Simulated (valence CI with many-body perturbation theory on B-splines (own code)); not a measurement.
# E1 transitions of Kr²²⁺

Calculated by configuration interaction combined with many-body perturbation theory (CI+MBPT): four valence electrons over a frozen Dirac-Fock core [Ne], a basis of 11 s, 11 p, 9 d, 7 f, 5 g, 2 h, 1 i functions for each j, with the one-electron correlation potential Σ1 (screened to all orders), the two-electron term Σ2, the three-electron term Σ3, Breit, model QED; selected single and double excitations, second order for the rest (own B-spline code, finite nucleus).

No measured levels were compared; by estimate levels of excited configurations hold to 0.05 to 0.15 % of their energy, terms of the ground configuration to about 0.5 %.

Lines 151 to 200 of 214 in falling wavelength, among levels below 1506300 cm⁻¹, chosen from the strongest by gf and those to the six lowest levels. Wavelengths and rates use the calculated energies, so an error of 400 cm⁻¹ moves a line at 12.34 nm by 0.049 % and its rate by three times that or more. Electric multipoles are in the length gauge, E1 and E2 with the static RPA response of the core. Weak lines are less certain than strong ones. Lines between different terms over intervals too small for the method are left out, as are lines whose strength nearly cancels. Where a level lies close to another of its J and parity, the split of strength between their lines is uncertain. The highest levels of a list are the least certain.

Names give the largest LS component (configuration and term), which can be under half, so a name can repeat, a term be missing and a line seem to break the LS rules; names also repeat where a configuration has a term twice. Letters in brackets count levels of one name in rising energy.

```
λ vac (nm)                Upper             Lower   A (s⁻¹)  log gf  Branch %
     12.34       3s 3p2 3d 1G_4      3s 3p3 3D°_3  1.05e+10   -0.66      64.0
     12.31   3s 3p2 3d 3F_2 [b]      3s 3p3 3D°_1  2.94e+10   -0.48      48.3
     12.26   3s 3p2 3d 3F_2 [c]      3s 3p3 3P°_1  5.93e+09   -1.18       4.7
     12.23   3s 3p2 3d 3F_2 [c]  3s 3p3 3P°_2 [a]  1.00e+10   -0.95       8.0
     12.18      3s2 3p 3d 3D°_1      3s2 3p2 3P_1  4.80e+10   -0.49      36.0
     12.17   3s 3p2 3d 3F_3 [b]  3s 3p3 3P°_2 [a]  4.15e+09   -1.19       3.8
     12.13   3s 3p2 3d 3F_3 [a]      3s 3p3 5S°_2  1.97e+10   -0.52      85.5
     12.12   3s 3p2 3d 3D_1 [d]      3s 3p3 3P°_1  9.93e+09   -1.18       9.2
     12.11   3s 3p2 3d 3D_2 [a]      3s 3p3 3D°_3  1.90e+10   -0.68      19.5
     12.10   3s 3p2 3d 3D_1 [d]  3s 3p3 3P°_2 [a]  2.90e+10   -0.72      27.0
     12.07   3s 3p2 3d 3D_3 [a]      3s 3p3 3D°_2  1.41e+10   -0.67      21.9
     11.99   3s 3p2 3d 3D_1 [d]      3s 3p3 3P°_0  8.05e+09   -1.28       7.5
     11.99   3s 3p2 3d 3D_1 [a]      3s 3p3 3D°_2  3.97e+10   -0.59      64.8
     11.88      3s2 3p 3d 1F°_3      3s2 3p2 1D_2  1.01e+11    0.18      82.5
     11.84      3s2 3p 3d 3D°_2      3s2 3p2 3P_2  6.63e+10   -0.16      48.3
     11.83   3s 3p2 3d 3D_3 [b]      3s 3p3 3D°_3  5.41e+10   -0.10      51.8
     11.83       3s 3p2 3d 1F_3      3s 3p3 3D°_2  2.18e+10   -0.49      32.9
     11.81       3s 3p2 3d 5P_3      3s 3p3 5S°_2  6.75e+10    0.00      92.0
     11.80   3s 3p2 3d 3P_0 [a]      3s 3p3 3D°_1  4.77e+10   -1.00      54.9
     11.73   3s 3p2 3d 3D_2 [a]      3s 3p3 3D°_2  5.91e+10   -0.21      60.7
     11.69       3s 3p2 3d 5P_2      3s 3p3 5S°_2  8.64e+10   -0.05      89.4
     11.68      3s2 3p 3d 3D°_3      3s2 3p2 3P_2  1.06e+11    0.18      88.0
     11.60   3s 3p2 3d 3D_2 [a]      3s 3p3 3D°_1  6.50e+09   -1.18       6.7
     11.60  3s2 3p 3d 3P°_1 [b]      3s2 3p2 3P_2  2.41e+10   -0.84      22.2
     11.60       3s 3p2 3d 5P_1      3s 3p3 5S°_2  1.06e+11   -0.19      98.4
     11.56   3s 3p2 3d 3P_2 [a]      3s 3p3 5S°_2  1.64e+10   -0.78      17.3
     11.50   3s 3p2 3d 3D_1 [c]      3s 3p3 3D°_2  1.84e+10   -0.96      20.1
     11.49      3s2 3p 3d 3D°_2      3s2 3p2 3P_1  5.26e+10   -0.28      38.3
     11.47   3s 3p2 3d 3D_3 [b]      3s 3p3 3D°_2  3.42e+10   -0.33      32.7
     11.46      3s2 3p 3d 1P°_1      3s2 3p2 1D_2  1.56e+09   -2.04       1.5
     11.44   3s 3p2 3d 3D_1 [b]      3s 3p3 3D°_1  2.63e+10   -0.81      26.3
     11.43  3s2 3p 3d 3P°_2 [b]      3s2 3p2 3P_2  1.32e+10   -0.89      12.6
     11.42  3s2 3p 3d 3P°_1 [a]      3s2 3p2 3P_0  6.95e+10   -0.39      67.2
     11.40      3s2 3p 3d 3P°_0      3s2 3p2 3P_1  9.84e+10   -0.72     100.0
     11.38   3s 3p2 3d 3D_1 [c]      3s 3p3 3D°_1  1.68e+10   -1.01      18.4
     11.35   3s 3p2 3d 3D_2 [b]      3s 3p3 3D°_2  7.95e+09   -1.11      10.0
     11.29   3s 3p2 3d 3F_4 [b]      3s 3p3 3D°_3  1.01e+11    0.24      97.9
     11.26  3s2 3p 3d 3P°_1 [b]      3s2 3p2 3P_1  5.63e+10   -0.49      51.8
     11.24      3s2 3p 3d 3D°_1      3s2 3p2 3P_0  4.32e+10   -0.61      32.4
     11.10  3s2 3p 3d 3P°_2 [b]      3s2 3p2 3P_1  6.77e+09   -1.20       6.5
     11.07   3s 3p2 3d 3P_1 [a]      3s 3p3 5S°_2  2.09e+09   -1.94       2.1
     10.90       3s 3p2 3d 3G_3      3s 3p3 5S°_2  1.96e+08   -2.61       0.7
     10.90   3s 3p2 3d 3F_3 [b]      3s 3p3 3D°_2  4.03e+10   -0.30      36.4
     10.89   3s 3p2 3d 3F_2 [b]      3s 3p3 5S°_2  3.89e+09   -1.46       6.4
     10.84   3s 3p2 3d 3D_1 [d]      3s 3p3 3D°_2  9.88e+09   -1.28       9.2
     10.84   3s 3p2 3d 3F_2 [c]      3s 3p3 3D°_1  5.72e+10   -0.30      45.6
     10.72      3s2 3p 3d 1F°_3      3s2 3p2 3P_2  2.15e+10   -0.59      17.5
     10.60   3s 3p2 3d 3D_3 [a]      3s 3p3 5S°_2  8.40e+09   -1.00      13.1
     10.53   3s 3p2 3d 3D_1 [a]      3s 3p3 5S°_2  8.89e+08   -2.35       1.5
     10.45  3s2 3p 3d 3P°_1 [b]      3s2 3p2 3P_0  2.23e+08   -2.96       0.2
```

Task: How does gf follow from A for the line at 12.11 nm?

Result: gf = 1.4992 × (2J+1)_upper × A / σ², with σ = 825908 cm⁻¹ and 2J+1 = 5: gf = 0.209.
